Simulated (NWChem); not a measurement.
System: Si2H3Cl, singlet; SMILES [SiH3][Si]Cl

Here is an NWChem input.

```
start job
memory heap 200 mb stack 900 mb global 1100 mb
geometry units angstroms noautoz
  Si     0.821548     0.291760    -0.613133
  Cl    -0.346114     1.370633     0.767973
  Si    -0.282085    -1.810494    -0.128072
  H     -0.106553    -2.129200     1.326269
  H      0.251673    -2.954948    -0.934110
  H     -1.747564    -1.670480    -0.411030
end
basis spherical
  * library def2-svpd
end
dft
  xc xpbe96 cpbe96
  iterations 150
end
tddft
  cis
  nroots 8
  notriplet
end
task tddft energy
```

Low-valent species are run as closed-shell singlets; no triplet was tried in these runs. Coordinates come from a PBE0/def2-SVP optimisation.

Vertical excitations in the gas phase.

Problem. Predict the main results of this run. (PBE/def2-SVPD, TDA.) Quantities: lowest excitation, singlet (eV); oscillator strength of that lowest state; orbital gap (eV).

Solution. 
| Item | Result |
|---|---|
| lowest excitation, singlet (eV) | 1.88 |
| oscillator strength of that lowest state | 0.003 |
| orbital gap (eV) | 1.46 |
